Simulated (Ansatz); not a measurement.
Geometry optimisation, Ansatz 0.2.0, UKS PBE-D4/def2-SVP.

Input:

```yaml
crystal:
  periodic: [false, false, false]
  atoms:
    - { symbol: Ga, position_ang: [-0.000915, -0.032475, -0.451969] }
    - { symbol: H, position_ang: [0.003767, 0.006798, 2.320954] }
    - { symbol: H, position_ang: [1.386854, 0.011837, -1.280252] }
    - { symbol: H, position_ang: [-1.388786, 0.011908, -1.280046] }
    - { symbol: Si, position_ang: [0.000724, 0.001882, 3.80121] }
    - { symbol: H, position_ang: [-0.765523, -1.191455, 4.301337] }
    - { symbol: H, position_ang: [1.41392, -0.066869, 4.310473] }
    - { symbol: H, position_ang: [-0.650041, 1.258373, 4.310493] }
magnetization:
  spin_polarized: true
  initial_magnetization: 1
basis:
  gaussian: { orbitals: def2-SVP }
hamiltonian:
  xc: pbe
  dispersion: d4
relax:
  f_tol: 0.03
  max_steps: 50
```

Run as:

```bash
$ ansatz run input.yaml --threads 2 --pin off --max-ram 3072MiB --backend cpu --events-out ev --progress --plain --runs-dir out
```

Problem. Where does it end, and by what steps?

Solution. The run converged. The force dipped under the threshold on the way, but the program's further checks kept it going. After 25 steps the energy has fallen by 0.288 eV; H3 moved furthest, 1.70 Å.

```tsv
step	energy less start (eV)	largest force component (eV/Å)	accepted
0	0.0000	0.643	yes
1	-0.0223	0.100	yes
2	-0.0249	0.016	yes
3	-0.0255	0.023	yes
4	-0.0257	0.012	yes
5	-0.0261	0.014	yes
6	-0.0223	0.269	no
7	-0.0277	0.071	yes
8	-0.0281	0.196	yes
9	-0.0380	0.082	yes
10	-0.0526	0.139	yes
11	-0.0752	0.111	yes
12	-0.1072	0.103	yes
13	-0.1507	0.119	yes
14	-0.1919	0.128	yes
15	-0.2054	0.130	yes
16	-0.2077	0.098	yes
17	-0.2109	0.070	yes
18	-0.2179	0.055	yes
19	-0.2256	0.081	yes
20	-0.2378	0.178	yes
21	-0.2481	0.321	yes
22	-0.2641	0.243	yes
23	-0.2746	0.171	yes
24	-0.2810	0.138	yes
25	-0.2881	0.030	yes
```

```xyz
8
Properties=species:S:1:pos:R:3
Ga 0.032 -0.273 0.016
H -0.043 -0.975 1.884
H 1.315 0.657 0.288
H -1.443 0.362 0.001
Si 0.024 -0.111 3.170
H -0.823 -0.848 4.165
H 1.456 -0.069 3.600
H -0.519 1.257 2.907
```

Whether the end is a true minimum wasn't checked by a vibrational analysis.

Run time: 40 s on 2 threads of Arm Neoverse V2, on a shared host, peak memory 0.18 GiB.
